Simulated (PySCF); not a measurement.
# Reading the logs of faulty runs: GeH7N2Si

These are calculations, not measurements. They come from PySCF 2.14.0, an open-source quantum chemistry program, on an isolated molecule that a program drew, which may never have been made. The molecule is GeH7N2Si (charge 0, doublet), drawn as the SMILES string `N[SiH2][NH][GeH2]`.

Each row is a Hartree-Fock (HF) and frozen-core CCSD(T) single point in the cc-pV(D+d)Z basis, meant for a local HF minimum. Run 1 is clean. Each other run has one planted mistake out of seven kinds, and not every kind appears here: one electron removed, one electron added, multiplicity raised by two, geometry at a saddle point, minimal basis STO-3G, one bond length entered in bohr, all coordinates scaled. The reference is restricted for singlets and unrestricted otherwise, and also for a bond in bohr. Adding or removing an electron swaps singlet and doublet. Electrons count all cores. HOMO and LUMO are orbital energies over both spins, the gradient is its largest component, and the lowest frequency (negative if imaginary) is given only where the gradient is small. Bond lengths are over the 10 bonds as drawn. T1 is the CCSD diagnostic: over 0.02 (restricted) or 0.045 (unrestricted) a single reference is doubtful. Germanium has the cc-pVDZ-PP basis, with a core potential (ECP10MDF) in place of its 10 inner electrons, and its 3s, 3p and 3d shells are frozen in CCSD(T).

Geometry of the clean run:
```xyz
11
GeH7N2Si, angstrom
N    -1.8336   -0.4981    0.3131
Si   -2.5740   -0.7953   -1.2064
N    -1.4892   -0.2543   -2.4305
Ge    0.3516   -0.4168   -2.4873
H    -2.0757   -1.0716    1.0987
H    -1.6339    0.4395    0.6077
H    -2.8551   -2.2524   -1.2083
H    -3.8628   -0.0996   -1.4591
H    -1.9005   -0.0434   -3.3234
H     0.7941    0.2156   -3.8214
H     0.9912    0.3262   -1.3027
```

| run | electrons | basis functions | <S^2> | HOMO (eV) | LUMO (eV) | gradient (hartree/bohr) | lowest frequency (cm^-1) | mean bond (Å) | longest bond (Å) | T1 | HF (hartree) | CCSD(T) (hartree) | mistake |
|---|---|---|---|---|---|---|---|---|---|---|---|---|---|
| 1 | 67 | 109 | 0.755 | -8.29 | 1.50 | 7.9e-06 | 62 | 1.4348 | 1.849 | 0.0142 | -695.32369 | -695.91570 | no fault |
| 2 | 68 | 109 | 0.000 | -0.22 | 8.30 | 7.6e-02 | - | 1.4348 | 1.849 | 0.0124 | -695.29824 | -695.91725 | one electron added |
| 3 | 67 | 109 | 3.763 | -2.56 | 0.01 | 7.9e-02 | - | 1.4348 | 1.849 | 0.0254 | -695.08841 | -695.66333 | multiplicity raised by two |
| 4 | 66 | 109 | 0.000 | -14.91 | -6.49 | 7.1e-02 | - | 1.4348 | 1.849 | 0.0256 | -695.05108 | -695.65024 | one electron removed |
| 5 | 67 | 109 | 0.754 | -8.05 | 1.79 | 5.8e-02 | - | 1.3573 | 1.749 | 0.0125 | -695.28714 | -695.86866 | ? |
| 6 | 67 | 109 | 1.763 | -7.81 | 1.53 | 2.3e-02 | - | 1.5875 | 3.243 | 0.0174 | -695.18745 | -695.74548 | ? |

**Which mistake was planted in run 5, and what did it cost?**

The mean and the longest bond both change by the same factor, 0.946, and the gradient is no longer small. So the mistake is: all coordinates scaled. Subtracting run 1 and multiplying by 627.51 kcal/mol a hartree, the energy moved by 22.9 kcal/mol in HF and 29.5 kcal/mol in CCSD(T).

**Which mistake was planted in run 6, and what did it cost?**

The mean bond changes by a factor of 1.106 and the longest by 1.754, so the molecule wasn't scaled as a whole. A length L in bohr read as angstrom grows by (1/0.5292 - 1) L = 0.890 L. The 10 bonds together grew by 10 x 0.1527 = 1.527 Å, which gives L = 1.716 Å. That is the length of one of the N-Si bonds, 1.716 Å in the clean geometry. So the mistake is: one bond length entered in bohr. Subtracting run 1 and multiplying by 627.51 kcal/mol a hartree, the energy moved by 85.5 kcal/mol in HF and 106.8 kcal/mol in CCSD(T).

Cautions from the logs. Run 4: T1 is over the limit, so its CCSD(T) energy is less reliable.
